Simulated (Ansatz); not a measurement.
`[BH2][GaH][F]` + HCl → `BCl` + `[F][GaH2]` at 298.15 K and 1 bar (cleavage of the B–Ga bond).

Program: Ansatz. Geometries: PBE0-D4/def2-TZVP. ΔE: electronic, gas phase. CBS: MP2 limit from def2 TZ/QZ plus the TZ coupled-cluster correction, frozen cores. This one scheme is used for every species. For Ga outer-core shells are correlated without core-valence functions, which leaves a few kJ/mol of doubt a bond. Scalar relativity is left out up to krypton.

```tsv
species	CCSD(T)/CBS energy (Eh)	H − E (kJ/mol)	S (J/(mol·K))
`[BH2][GaH][F]`	-2050.32373	90.0	301.8
HCl	-460.38127	26.6	186.8
`BCl`	-485.78909	65.8	234.3
`[F][GaH2]`	-2024.95631	51.0	253.1
```

H − E and S are ideal-gas, rigid-rotor, harmonic terms from PBE0-D4/def2-TZVP. 1 Eh = 2625.50 kJ/mol, R = 8.31446 J/(mol·K).

Question: By hand: ΔE, ΔH, ΔS and ΔG.

Answer: ΔE = (-485.78909) + (-2024.95631) − (-2050.32373) − (-460.38127) = -0.04040 Eh = -106.1 kJ/mol. Δ(H − E) = 65.8 + 51.0 − 90.0 − 26.6 = 0.2, so ΔH = -105.9 kJ/mol. ΔS = 234.3 + 253.1 − 301.8 − 186.8 = -1.2 J/(mol·K). ΔG = -105.9 − 298.15 × (-1.2)/1000 = -105.5 kJ/mol.

Question: By hand: the equilibrium constant, and the temperature at which ΔG would vanish if ΔH and ΔS stayed fixed.

Answer: log₁₀ K = −ΔG/(RT ln 10) = 18.5. ΔG = 0 at ΔH/ΔS = 88250 K, far beyond where these terms or the molecules hold.

The number of gas molecules stays the same, so ΔS is small and ΔH decides. A doubt of 5 kJ/mol in ΔE shifts log₁₀ K by 0.9 here. These are equilibria of isolated gas molecules and say nothing of rates. Largest T1 diagnostic: 0.014 (customary marks: 0.02 for closed shells, 0.045 for open ones).
